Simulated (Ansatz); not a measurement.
Input (CCSDTQ/def2-SVP; Ansatz, a program for electronic structure):

Ansatz 0.2 input:
```yaml
crystal:
  periodic: [false, false, false]
  atoms:
    - {symbol: Ca, position_ang: [-0.00000000, -0.00000000, -0.60863799]}
    - {symbol: F, position_ang: [0.00000000, 0.00000000, 1.35252886]}
basis:
  gaussian:
    orbitals: def2-SVP
magnetization: {spin_polarized: true, initial_magnetization: 1}
correlation: {method: ccsdtq, electrons: outside_noble_gas}
```

Output:

```
Functional definition: HF
integrals: 0.02 GiB planned
664 factors; integrals over basis functions are off by at most 1.7e-7 eV
mean field: 0.12 GiB planned
mean field evaluation 1: about -21115.8905 eV, gradient 2.5e1 eV
mean field evaluation 2: about -21115.9514 eV, gradient 2.5e1 eV
mean field evaluation 4: about -21118.5420 eV, gradient 1.4e0 eV
mean field evaluation 8: about -21118.6038 eV, gradient 9.2e-2 eV
mean field evaluation 16: about -21115.8905 eV, gradient 2.5e1 eV
mean field evaluation 32: about -21116.1166 eV, gradient 5.9e-2 eV
mean field evaluation 64: about -21115.4438 eV, gradient 8.6e-2 eV
mean field -21118.60436735 eV, -776.0943957959 hartree, gradient 5.5e-6 eV, S^2 0.750310; 2 other end points of the search recorded, 0 dependent functions left out
determinant -21118.60436735 eV, -776.0943957959 hartree, with singles and doubles -21124.21569631 eV, -776.3006083317 hartree
determinant -21116.11678840 eV, -776.0029789558 hartree, with singles and doubles -21121.70859670 eV, -776.2084741205 hartree
determinant -21115.82693340 eV, -775.9923269809 hartree, with singles and doubles -21121.47199323 eV, -776.1997791033 hartree
10 core orbitals not correlated, not the lowest: weight in the atoms' cores, before any rotation towards them, 0.703 or more for the frozen orbitals, at most 0.292 for the correlated occupied ones
reference -21118.60436735 eV, -776.0943957959 hartree; 5, 4 occupied and 23, 24 virtual orbitals, 664 factors
second order -5.61654132 eV of doubles, -0.00000000 eV of singles
coupled cluster: 0.76 GiB planned
cycle   1  -5.46179611 eV  change    1.5e-1 eV  update   8.0e-2
cycle   2  -5.63268920 eV  change   -1.7e-1 eV  update   5.6e-2
cycle   3  -5.70906849 eV  change   -7.6e-2 eV  update   1.8e-2
cycle   4  -5.72595398 eV  change   -1.7e-2 eV  update   1.5e-2
cycle   5  -5.71569651 eV  change    1.0e-2 eV  update   6.3e-3
cycle   6  -5.71452512 eV  change    1.2e-3 eV  update   5.2e-3
cycle   7  -5.71800958 eV  change   -3.5e-3 eV  update   2.4e-3
cycle   8  -5.71756812 eV  change    4.4e-4 eV  update   2.1e-3
cycle   9  -5.71713995 eV  change    4.3e-4 eV  update   9.6e-4
cycle  10  -5.71726345 eV  change   -1.2e-4 eV  update   4.8e-4
cycle  11  -5.71730214 eV  change   -3.9e-5 eV  update   2.7e-4
cycle  12  -5.71728307 eV  change    1.9e-5 eV  update   8.3e-5
cycle  13  -5.71728408 eV  change   -1.0e-6 eV  update   7.4e-5
cycle  14  -5.71728658 eV  change   -2.5e-6 eV  update   2.1e-5
cycle  15  -5.71728732 eV  change   -7.4e-7 eV  update   1.2e-5
cycle  16  -5.71728665 eV  change    6.6e-7 eV  update   7.2e-6
cycle  17  -5.71728580 eV  change    8.5e-7 eV  update   6.4e-6
cycle  18  -5.71728528 eV  change    5.2e-7 eV  update   3.1e-6
cycle  19  -5.71728511 eV  change    1.7e-7 eV  update   1.7e-6
cycle  20  -5.71728517 eV  change   -5.5e-8 eV  update   8.1e-7
Total energy: -21124.32165251 eV, -776.3045021504 hartree
```
